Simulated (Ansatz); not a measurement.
Spectroscopic constants of HfP, multiplicity 2 (lowest of 2S+1 = 2, 4, 6, 8 at CCSD(T)/def2-TZVPP on PBE0 minima; our sources give no spin for the ground state, which may be another). No spin–orbit coupling. The T1 diagnostic near the minimum is 0.077, so single-reference values are doubtful.

The constants come from a fifth-degree fit in 1/R (seven points, main isotopes). Runs in def2 and cc sets follow the lowest solution found near the PBE0 minimum.

The values were computed with Ansatz (Gaussian basis) for Hartree–Fock, density functionals and correlated methods.  In def2 rows elements past Kr take small-core potentials, without spin–orbit coupling.

What bond length and harmonic frequency does SVWN5/def2-TZVPP give?

r_e = 2.201 Å, ω_e = 500 cm⁻¹.

What bond length and harmonic frequency does PBE0/def2-TZVPP give?

r_e = 2.194 Å, ω_e = 515 cm⁻¹.

What bond length and harmonic frequency does wB97M-V/def2-TZVPP give?

r_e = 2.190 Å, ω_e = 520 cm⁻¹.

Ansatz is a first-principles code.
